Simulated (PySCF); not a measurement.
H₄PSi, SMILES [SiH3][PH], multiplicity 2.

Geometry: PBE-D3(BJ)/def2-TZVP. The isomer is the one that the SMILES or the coordinates give; other isomers of the formula were not compared.

Method: SMD-PBE0/def2-SVP in PySCF.

Solvation free energies are E(SMD) − E(gas) at the gas-phase geometry, for 1 M in both phases. In vacuum the dipole moment is 0.76 D.

Question: Estimate the solvation free energies in water, 1-octanol, acetonitrile. (An estimate is asked for; the answer gives what the named calculation found.)

Answer: 
```tsv
solvent	ΔG(solv) (kcal/mol)	its non-electrostatic (CDS) part	dipole (D)
water	1.2	2.3	1.11
1-octanol	-0.2	0.7	1.05
acetonitrile	-0.2	0.8	1.10
```
